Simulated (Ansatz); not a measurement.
H3FGeSi, SMILES `[F][Ge][SiH3]` (lower singlet) (charge 0, multiplicity 1). This singlet lies 1.23 eV below the relaxed triplet at the level frozen-core CCSD(T)/cc-pVTZ // B3LYP-D3(BJ)/def2-TZVP (Ansatz, an electronic-structure program).

Cartesian coordinates (Å):
SMILES: [F][Ge][SiH3]
```xyz
6

F      2.3822     0.5913     0.3896
Ge     1.7053    -0.8963    -0.3130
Si    -0.6584    -0.0670    -0.0643
H     -0.8214     1.1970    -0.8306
H     -0.9351     0.2148     1.3693
H     -1.6726    -1.0398    -0.5510
```
Charge 0, spin multiplicity 1.

The restricted HF start is unstable towards unrestricted orbitals.

Problem. Give the natural occupations of the active orbitals, the CASSCF energy and the corrected energy for frozen-core fic-MRCISD+Q@CASSCF(2e,2o)/cc-pVTZ // B3LYP-D3(BJ)/def2-TZVP (Ansatz).

Solution. 
| Quantity | Value |
|---|---|
| natural occupations | 1.93, 0.07 |
| CASSCF energy | -2465.5993 Ha |
| corrected energy | -2466.1565 Ha |
| weight of the reference | 0.883 |
